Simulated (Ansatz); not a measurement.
`C[O][AlH][SeH]` and `B[NH][AlH][O]C` differ in one atom or group.

Ansatz, PBE0-D4/def2-TZVP geometries, multiplicity 1. Each molecule was computed in one conformer, which needn't be the lowest.

Scalar relativity is left out up to krypton. Spin–orbit coupling is left out; it splits and shifts lone-pair levels of the heavy atoms by tenths of an eV.

| property | `C[O][AlH][SeH]` |
| --- | --- |
| size of the dipole moment (PBE/def2-TZVPP) / D | 1.34 |
| HOMO–LUMO gap (PBE/def2-TZVPP) / eV | 4.74 |
| HOMO–LUMO gap (B3LYP/def2-TZVPP) / eV | 6.19 |
| LUMO energy (ωB97M-V/def2-TZVPP) / eV | 0.93 |
| HOMO–LUMO gap (ωB97M-V/def2-TZVPP) / eV | 10.38 |
| HOMO energy (ωB97M-V/def2-TZVPP) / eV | -9.45 |

Problem. What does the change do to each property? (Estimate.)

Solution. The calculation gave: 
```tsv
property	`B[NH][AlH][O]C`	shift
size of the dipole moment (PBE/def2-TZVPP) / D	2.00	0.66
HOMO–LUMO gap (PBE/def2-TZVPP) / eV	5.05	0.31
HOMO–LUMO gap (B3LYP/def2-TZVPP) / eV	7.07	0.88
LUMO energy (ωB97M-V/def2-TZVPP) / eV	1.41	0.48
HOMO–LUMO gap (ωB97M-V/def2-TZVPP) / eV	11.75	1.37
HOMO energy (ωB97M-V/def2-TZVPP) / eV	-10.34	-0.89
```

With PBE0 the HOMO falls by 0.61 eV and the LUMO rises by 0.27 eV, so the gap widens by about 0.88 eV. PBE moves the HOMO by -0.25 eV and ωB97M-V by -0.89 eV. Dipoles are sizes alone; their direction can turn.

B3LYP here is the variant with VWN-RPA as its local correlation; programs differ in this.
